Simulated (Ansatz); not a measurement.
Consider the cleavage of the Si–B bond: `B[SiH](C)OC` + H–F → `CO[SiH](C)F` + BH₃.

Isolated molecules relaxed with PBE0-D4/def2-TZVP in Ansatz; ΔE leaves out vibrations. CBS: MP2 limit from def2 TZ/QZ plus the TZ coupled-cluster correction, frozen cores. This one scheme is used for every species. DFT in def2-TZVPP. One conformer a species, not always the lowest.

CCSD(T)/CBS gives -184.1 kJ/mol.

Q: Another level gave -188.1 kJ/mol. Which?
A. HF/def2-TZVPP
B. CAM-B3LYP/def2-TZVPP
C. r2SCAN/def2-TZVPP
D. B2PLYP/def2-TZVPP

A: C. r2SCAN -188.1, HF/def2-TZVPP -215.7, B2PLYP -195.0, CAM-B3LYP -199.4 kJ/mol.

Largest T1 diagnostic among the species: 0.011.

Leaving LDA and LC-ωPBE aside and taking each functional with its dispersion term where it has one, the values, not all of them listed here, spread over 35.4 kJ/mol, from BHLYP-D4 to revPBE-D4. In def2-TZVPP, CCSD(T) changes the Hartree–Fock value by +30.6 kJ/mol (the triples alone add +3.5 kJ/mol) and MP2 by +24.8 kJ/mol.

CCSD(T)/CBS has its own doubt, a few kJ/mol and more with outer-core shells, so smaller differences from it don't rank the levels.
